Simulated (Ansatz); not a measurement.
`[OH][Ge]([Cl])[Cl]` radical. Charge 0, multiplicity 2.

**Question.** What are the harmonic wavenumbers in cm⁻¹ at PBE0-D4/def2-TZVP (Ansatz, finite differences of forces, unscaled)? (Best estimate.)

**Answer.** The calculation gave: 125, 158, 202, 259, 393, 425, 707, 898, 3858.

**Question.** Is this a minimum?

**Answer.** Yes, all 9 modes are real.

**Question.** Give the ideal-gas thermochemistry at 298.15 K and 1 bar (rigid rotor, harmonic oscillator; point group C1, symmetry number 1).

**Answer.** Zero-point energy 42.0 kJ/mol; H(298) − E = 60.1 kJ/mol; entropy 342.4 J/(mol·K), of which translation 172.2, rotation 115.5, vibration 48.9, electronic 5.8; G(298) − E = -42.0 kJ/mol.
